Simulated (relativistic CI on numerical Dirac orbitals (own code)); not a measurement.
## Pt XXII: sensitivity of the levels to the model

Base calculation: Dirac-Coulomb-Breit CI, orbitals from a KLI potential per configuration, a model potential for QED, unscaled Slater integrals.

Configuration list (outside the closed core [Ar] 3d10): 4s²4p⁶4d¹⁰4f¹¹, 4s²4p⁶4d¹⁰4f¹⁰5s, 4s²4p⁶4d¹⁰4f⁹5s², 4s²4p⁶4d¹⁰4f¹⁰5p, 4s²4p⁶4d¹⁰4f⁹5s5p, 4s²4p⁶4d⁹4f¹², 4s²4p⁶4d¹⁰4f⁹5p², 4s²4p⁶4d¹⁰4f¹⁰5d, 4s²4p⁶4d⁸4f¹³, 4s²4p⁶4d⁹4f¹⁰5s², 4s²4p⁶4d¹⁰4f¹⁰6s, 4s²4p⁵4d¹⁰4f¹², 4s²4p⁶4d⁹4f¹¹5s, 4s4p⁶4d¹⁰4f¹², 4s²4p⁴4d¹⁰4f¹³, 4s²4p⁵4d⁹4f¹³, 4p⁶4d¹⁰4f¹³, 4s4p⁶4d⁹4f¹³, 4s4p⁶4d¹⁰4f¹¹5s, 4s4p⁵4d¹⁰4f¹³. Levels of other configurations are missing.

The lowest level and the first level of each name with at least 55 % of one term (blank where a level has no safe partner in the second run):

| Level | Base (cm⁻¹) | Shift (cm⁻¹) |
| --- | --- | --- |
| 4s²4p⁶4d¹⁰4f¹¹ ⁴I°15/2 | 0 | 0 |
| 4s²4p⁶4d¹⁰4f¹¹ ⁴I°13/2 | 24961 | -108 |
| 4s²4p⁶4d¹⁰4f¹¹ ⁴F°7/2 | 54926 | -103 |
| 4s²4p⁶4d¹⁰4f¹¹ ⁴F°5/2 | 55774 | -58 |
| 4s²4p⁶4d¹⁰4f¹¹ ²K°15/2 | 66363 | -93 |
| 4s²4p⁶4d¹⁰4f¹¹ ²P°1/2 | 78717 | -107 |
| 4s²4p⁶4d¹⁰4f¹¹ ²K°13/2 | 82698 | -130 |
| 4s²4p⁶4d¹⁰4f¹¹ ²I°11/2 | 95670 | -91 |
| 4s²4p⁶4d¹⁰4f¹¹ ²L°17/2 | 99320 | -101 |
| 4s²4p⁶4d¹⁰4f¹¹ ²I°13/2 | 108959 | -185 |
| 4s²4p⁶4d¹⁰4f¹¹ ²L°15/2 | 123407 | -209 |
| 4s²4p⁶4d¹⁰4f¹¹ ⁴D°1/2 | 125084 | -215 |
| 4s²4p⁶4d¹⁰4f¹¹ ²F°7/2 | 131133 | -175 |
| 4s²4p⁶4d¹⁰4f¹¹ ²F°5/2 | 162266 | -273 |
| 4s²4p⁶4d¹⁰4f¹⁰5s ⁶I17/2 | 309270 | -3413 |
| 4s²4p⁶4d¹⁰4f¹⁰5s ⁶I15/2 | 323305 | -3432 |
| 4s²4p⁶4d¹⁰4f¹⁰5s ⁶I13/2 | 339580 | -3522 |
| 4s²4p⁶4d¹⁰4f¹⁰5s ⁴I13/2 | 358311 | -3457 |
| 4s²4p⁶4d¹⁰4f¹⁰5s ⁶I7/2 | 360729 | -3557 |
| 4s²4p⁶4d¹⁰4f¹⁰5s ⁶F9/2 | 361460 | -3490 |
| 4s²4p⁶4d¹⁰4f¹⁰5s ⁶F7/2 | 369744 | -3503 |
| 4s²4p⁶4d¹⁰4f¹⁰5s ⁶G13/2 | 370838 | -3496 |

At this charge transitions that keep the count of f electrons are usually good to a few per cent. Terms inside the open d or f shell come out 10 to 20 % too wide with unscaled integrals. Levels that differ in their count of f electrons can be misplaced by several ten thousand cm⁻¹, since the correlation energy of f electrons is missing or only estimated; rates across such gaps can be off by orders of magnitude.

Task: One thing was changed in a second run, which moved the levels as shown. Which?
A. configuration mixing switched off
B. valence Slater integrals scaled by 0.9
C. QED terms removed
D. Breit term removed

Result: C. QED terms removed. QED shifts follow the density of s (and p1/2) electrons at the nucleus, so configurations move by their count of such electrons; where none moves, the smaller shifts of p3/2 electrons and of j = l + 1/2 against j = l − 1/2 set the pattern.

LS names give the leading component of a level, which can be under half, so a name can repeat, a term be missing and a line seem to break the LS rules.
